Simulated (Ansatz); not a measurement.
`Cl[SiH2]O[SiH2]Cl` and `Cl[SiH2][O][GeH3]` differ in one atom or group.

Ansatz, PBE0-D4/def2-TZVP geometries, multiplicity 1. Each molecule was computed in one conformer, which needn't be the lowest.

Scalar relativity is left out up to krypton.

```csv
property,`Cl[SiH2]O[SiH2]Cl`
HOMO energy (B3LYP/def2-TZVPP) / eV,-8.74
zero-point energy (PBE0-D4/def2-TZVP) / kJ/mol,114.2
LUMO energy (PBE/def2-TZVPP) / eV,-0.86
HOMO energy (PBE0/def2-TZVPP) / eV,-8.97
size of the dipole moment (ωB97M-V/def2-TZVPP) / D,1.29
HOMO energy (ωB97M-V/def2-TZVPP) / eV,-11.21
```

(1) What does the change do to each property? (An estimate is asked.)

Answers

(1) Computed: 
```tsv
property	`Cl[SiH2][O][GeH3]`	shift
HOMO energy (B3LYP/def2-TZVPP) / eV	-8.37	0.37
zero-point energy (PBE0-D4/def2-TZVP) / kJ/mol	124.0	9.8
LUMO energy (PBE/def2-TZVPP) / eV	-1.09	-0.23
HOMO energy (PBE0/def2-TZVPP) / eV	-8.58	0.39
size of the dipole moment (ωB97M-V/def2-TZVPP) / D	1.71	0.42
HOMO energy (ωB97M-V/def2-TZVPP) / eV	-10.83	0.38
```

With PBE0 the HOMO rises by 0.39 eV and the LUMO falls by 0.23 eV, so the gap narrows by about 0.62 eV. PBE moves the HOMO by 0.40 eV and ωB97M-V by 0.38 eV. Dipoles are sizes alone; their direction can turn.

B3LYP here is the variant with VWN-RPA as its local correlation; programs differ in this.
